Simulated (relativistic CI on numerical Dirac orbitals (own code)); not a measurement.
How well does a small relativistic CI reproduce Ar²⁺?

Method of calculation: Dirac-Coulomb-Breit CI, KLI orbitals optimised for each configuration, model QED, valence Slater integrals scaled by 0.85, P86 correlation energy added to each configuration (own radial code, finite nucleus).

CI space (outside the closed core [Ne]): 3s2 3p4, 3s 3p5, 3s2 3p3 3d, 3p6, 3s 3p4 3d, 3s2 3p3 4s, 3s2 3p3 4p, 3s2 3p3 4d, 3s2 3p3 5s, 3s2 3p3 5p, 3s2 3p3 4f, 3s2 3p2 3d 4p, 3s2 3p3 5d, 3s2 3p3 6s, 3s2 3p3 6p, 3s2 3p3 5f, 3s2 3p3 5g, 3s2 3p2 4s 4p, 3s2 3p3 6d, 3s 3p4 4s, 3p5 3d, 3p5 4s, 3s 3p4 4p, 3s 3p3 3d2, 3p5 4p, 3s 3p3 3d 4s, 3s 3p3 4s2, 3s 3p4 4d, 3s 3p4 5s, 3s2 3p2 3d2, 3s2 3p 3d3, 3s 3p2 3d3, 3s2 3p 3d2 4s, 3s2 3p 3d2 4p, 3s2 3p 3d2 4d, 3p4 3d2, 3p3 3d3, 3p3 3d2 4s, 3p3 3d2 4p, 3p3 3d2 4d, 3s2 3p2 3d 4s, 3s 3p2 3d2 4s, 3s2 3p 3d 4s2, 3s2 3p 3d 4s 4p, 3s2 3p 3d 4s 4d, 3s2 3p2 4s2, 3s 3p2 3d 4s2, 3s2 3p 4s2 4p, 3s2 3p 4s2 4d, 3s2 3p2 4p2, 3s2 3p 3d 4p2, 3s 3p2 3d 4p2, 3s2 3p 4s 4p2, 3s2 3p 4p3, 3s2 3p 4p2 4d. Double excitations out of closed p, d and f shells are left out; levels of such configurations are missing from the list, as are those of other unlisted configurations, and high levels can miss mixing partners. These lack a partner that the ground configuration has and come out too high: 3s2 3p3 5s, 3s2 3p3 5p, 3s2 3p3 4f, 3s2 3p3 5d, 3s2 3p3 6s.

```csv
Configuration,Term (tabulated),J,Measured (cm⁻¹),Computed,Error,Purity (%)
3s2 3p4,3P,2,0.0,0,0,96
3s2 3p4,3P,1,1112.2,1098,-15,97
3s2 3p4,3P,0,1570.2,1547,-23,96
3s2 3p4,1D,2,14010.0,13983,-27,96
3s2 3p4,1S,0,33265.7,31610,-1656,95
3s 3p5,3P°,2,113800.5,118560,4759,74
3s 3p5,3P°,1,114797.4,119541,4744,74
3s 3p5,3P°,0,115328.0,120064,4736,74
3s2 3p3 3d,5D°,1,144885.5,148799,3913,97
3s2 3p3 3d,5D°,2,144890.7,148797,3906,97
3s2 3p3 3d,5D°,3,144897.5,148797,3899,97
3s2 3p3 3d,5D°,4,144911.3,148801,3890,97
3s2 3p3 3d,3D°,3,156915.5,161089,4174,96
3s2 3p3 3d,3D°,2,156922.6,161094,4171,96
3s2 3p3 3d,3D°,1,157029.8,161203,4173,97
3s2 3p3 3d,1S°,0,161849.9,166285,4435,96
3s2 3p3 3d,3F°,2,162757.3,166852,4095,96
3s2 3p3 3d,3F°,3,163076.2,167169,4093,96
3s2 3p3 3d,3F°,4,163477.0,167565,4088,96
3s2 3p3 3d,3G°,3,172100.1,176707,4607,97
3s2 3p3 3d,3G°,4,172136.6,176732,4595,97
3s2 3p3 3d,3G°,5,172191.5,176778,4586,97
3s2 3p3 4s,5S°,2,174378.5,175179,801,96
3s2 3p3 3d,1G°,4,175665.6,180527,4862,97
3s2 3p3 3d,1D°,2,179529.5,182801,3272,96
3s2 3p3 4s,3S°,1,180678.3,181475,796,96
3s2 3p3 3d,3F°,4,186402.9,189374,2971,95
3s2 3p3 3d,3F°,3,186658.2,189635,2977,95
3s2 3p3 3d,3F°,2,186904.0,189861,2957,80
3s2 3p3 3d,3D°,1,187172.0,189519,2347,94
3s2 3p3 3d,3D°,2,187823.9,190193,2369,78
3s2 3p3 3d,3P°,0,188145.1,190139,1994,95
3s2 3p3 3d,3P°,1,188517.9,190508,1990,95
3s2 3p3 3d,3D°,3,188714.9,191024,2309,92
3s2 3p3 3d,3P°,2,189380.8,191360,1979,95
3s2 3p3 4s,3D°,1,196590.6,197641,1051,94
3s2 3p3 4s,3D°,2,196615.2,197678,1063,93
3s2 3p3 4s,3D°,3,196680.8,197766,1085,94
3s2 3p3 4s,1D°,2,199763.4,200723,959,95
3s2 3p3 3d,1F°,3,200317.9,202617,2299,95
3s2 3p3 4p,5P,1,204570.0,213990,9420,98
3s2 3p3 4p,5P,2,204655.8,214071,9415,98
3s2 3p3 3d,3S°,1,204728.4,208697,3969,89
3s2 3p3 4p,5P,3,204803.3,214210,9406,98
3s2 3p3 4s,3P°,2,207233.0,208006,773,59
3s2 3p3 4s,3P°,1,207532.3,208158,626,62
3s2 3p3 4s,3P°,0,207674.2,208286,612,71
3s2 3p3 4p,3P,1,209126.2,218646,9520,97
3s2 3p3 4p,3P,2,209150.9,218697,9546,97
3s2 3p3 4p,3P,0,209165.6,218683,9517,98
3s2 3p3 3d,3D°,3,210212.7,210961,748,86
3s2 3p3 3d,3D°,2,211005.6,211763,757,84
3s2 3p3 4s,1P°,1,211063.8,211468,404,76
3s2 3p3 3d,3D°,1,211565.0,212317,752,84
3s2 3p3 3d,1D°,2,219337.5,221864,2527,90
3s2 3p3 4p,1P,1,223663.2,233398,9734,86
3s2 3p3 3d,1F°,3,224334.1,224073,-261,85
3s2 3p3 4p,3D,2,225149.2,235147,9998,94
3s2 3p3 4p,3D,1,225156.6,235147,9990,87
3s2 3p3 4p,3D,3,225404.1,235500,10096,91
3s2 3p3 4p,3F,2,226357.0,236630,10273,93
3s2 3p3 4p,3F,3,226504.2,236807,10303,91
3s2 3p3 4p,3F,4,226646.7,236951,10304,98
3s2 3p3 4p,1F,3,227244.2,237569,10324,96
3s2 3p3 4p,3P,2,231342.2,240999,9657,95
```

Measured levels from Saloman, J. Phys. Chem. Ref. Data 39, 033101 (2010); pairs were made by configuration, J and term (by order where the table uses no LS term), so strongly mixed levels may be paired wrongly.

Mean error by configuration (cm⁻¹): 3s2 3p4 -430; 3s 3p5 4746; 3s2 3p3 3d 3108; 3s2 3p3 4s 817; 3s2 3p3 4p 9834. Over the excited levels the mean absolute error is 4244 cm⁻¹ (64 of the 69 excited levels that our extract of the source holds in range could be paired, and the others can miss by more), and the median relative error of those above 1,000 cm⁻¹ is 2.5 %.
